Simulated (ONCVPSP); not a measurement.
Which change was made? (Te, ONCV)

tellurium (Te), optimised norm-conserving Vanderbilt (ONCV), made with ONCVPSP 4.0.1 (PBE, scalar-relativistic). Core [Ar] 3d10, reference 4s2 4p6 4d10 5s2 5p2 (charge +2). Waves: 4s+5s: rc 1.10 bohr, ncon 4, nbas 8, qcut 8.4 1/bohr, 2 projectors; 4p+5p: rc 1.45 bohr, ncon 4, nbas 7, qcut 12 1/bohr, 2 projectors; 4d: rc 1.15 bohr, ncon 4, nbas 8, qcut 16 1/bohr, 2 projectors, debl 1.8 Ha. Local part: polynomial inside 0.80 bohr (lpopt 1, dvloc0 -1 Ha). Core correction: Teter function, fcfact 4.5, rcfact 1.65.

In the d channel the program set the typed energies aside and used -2.241, 0.250 Ha.

Cutoffs, loose and tight: the cutoffs (Ha) at which the residual kinetic energy of the hardest occupied pseudo-wave falls to 1 and 0.1 mHa per electron. They do not see the model core or the augmentation charge, which bear on the density cutoff. Test errors are all-electron minus pseudo excitation energies from the reference, over the configurations 4s2 4p6 4d10 5s2 5p4; 4s2 4p6 4d10 5s2 5p3; 4s2 4p6 4d10 5s2 5p1; 4s2 4p6 4d10 5s1 5p5; variants that change the core or the reference have their own tests.

The base gives: outcome: generated, projector energies reset by the program; cutoff, loose: 59 Ha; cutoff, tight: 140 Ha; bound ghosts: none; GHOST(+) flags above zero: s; largest test error (meV): -6.9.

Problem. After one change the result is: outcome: failed: ERROR pspot: first pseudo wave function has node, program will stop. Which change was it?
A. all radii but the core radius scaled by about 0.83 (s 0.92, p 1.20, d 0.96 bohr); local potential polynomial inside 0.66 bohr (lpopt 1, dvloc0 -1 Ha)
B. all radii but the core radius scaled by about 1.15 (s 1.26, p 1.66, d 1.32 bohr); local potential polynomial inside 0.92 bohr (lpopt 1, dvloc0 -1 Ha)
C. all radii but the core radius scaled by about 1.27 (s 1.40, p 1.84, d 1.46 bohr); local potential polynomial inside 1.02 bohr (lpopt 1, dvloc0 -1 Ha)

Solution. C. The others give: all radii but the core radius scaled by about 0.83 (s 0.92, p 1.20, d 0.96 bohr); local potential polynomial inside 0.66 bohr (lpopt 1, dvloc0 -1 Ha) → outcome: generated, projector energies reset by the program; cutoff, loose: 185 Ha; cutoff, tight: 219 Ha; bound ghosts: none; GHOST(+) flags above zero: s; largest test error (meV): -6.4 | all radii but the core radius scaled by about 1.15 (s 1.26, p 1.66, d 1.32 bohr); local potential polynomial inside 0.92 bohr (lpopt 1, dvloc0 -1 Ha) → outcome: generated, projector energies reset by the program; cutoff, loose: 50 Ha; cutoff, tight: 85 Ha; bound ghosts: none; GHOST(+) flags above zero: none; largest test error (meV): -7.2.
